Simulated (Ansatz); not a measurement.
Geometry optimisation, Ansatz 0.2.0, UKS BHLYP-D4/def2-SVP.

The input (input.yaml):

```yaml
crystal:
  periodic: [false, false, false]
  atoms:
    - { symbol: S, position_ang: [-0.3243, -1.9071, 1.1472] }
    - { symbol: C, position_ang: [-0.5529, -1.0111, -0.0026] }
    - { symbol: Ge, position_ang: [0.3019, 0.6962, -0.0834] }
    - { symbol: H, position_ang: [-1.1077, -1.3129, -0.8276] }
    - { symbol: H, position_ang: [-0.0229, 1.4012, -1.4152] }
    - { symbol: H, position_ang: [-0.1281, 1.58, 1.126] }
    - { symbol: H, position_ang: [1.8952, 0.4856, 0.0099] }
magnetization:
  spin_polarized: true
basis:
  gaussian: { orbitals: def2-SVP }
hamiltonian:
  xc: { name: BHLYP }
  dispersion: d4
relax:
  f_tol: 0.02
  max_steps: 50
output:
  orbitals: {}
```

Command:

```bash
$ ansatz run input.yaml --threads 2 --pin off --max-ram 3072MiB --backend cpu --events-out ev --progress --plain --runs-dir out
```

Problem. Where does it end, and by what steps?

Solution. The run converged. The force dipped under the threshold on the way, but the program's further checks kept it going. After 19 steps the energy has fallen by 0.695 eV; H4 moved furthest, 0.61 Å.

| step | energy less start (eV) | largest force component (eV/Å) | accepted |
| --- | --- | --- | --- |
| 0 | 0.0000 | 6.774 | yes |
| 1 | -0.4085 | 2.461 | yes |
| 2 | -0.6251 | 1.085 | yes |
| 3 | -0.6813 | 0.349 | yes |
| 4 | -0.6840 | 0.030 | yes |
| 5 | -0.6842 | 0.010 | yes |
| 6 | -0.6843 | 0.028 | yes |
| 7 | -0.6844 | 0.036 | yes |
| 8 | -0.6750 | 0.447 | no |
| 9 | -0.6838 | 0.098 | no |
| 10 | -0.6848 | 0.019 | yes |
| 11 | -0.6855 | 0.122 | yes |
| 12 | -0.6859 | 0.175 | yes |
| 13 | -0.6882 | 0.009 | yes |
| 14 | -0.6891 | 0.082 | yes |
| 15 | -0.6792 | 0.648 | no |
| 16 | -0.6898 | 0.107 | yes |
| 17 | -0.6919 | 0.184 | yes |
| 18 | -0.6932 | 0.084 | yes |
| 19 | -0.6951 | 0.014 | yes |

```xyz
7
Properties=species:S:1:pos:R:3
S 0.022 -2.267 0.832
C -0.553 -0.993 0.039
Ge 0.368 0.734 -0.093
H -1.530 -1.070 -0.452
H 0.246 1.262 -1.528
H -0.323 1.720 0.856
H 1.830 0.546 0.300
```

Time of the run: 67 s on 2 threads of AMD EPYC 7R13 Processor (Zen 3), with other jobs on the host, peak memory 0.27 GiB.
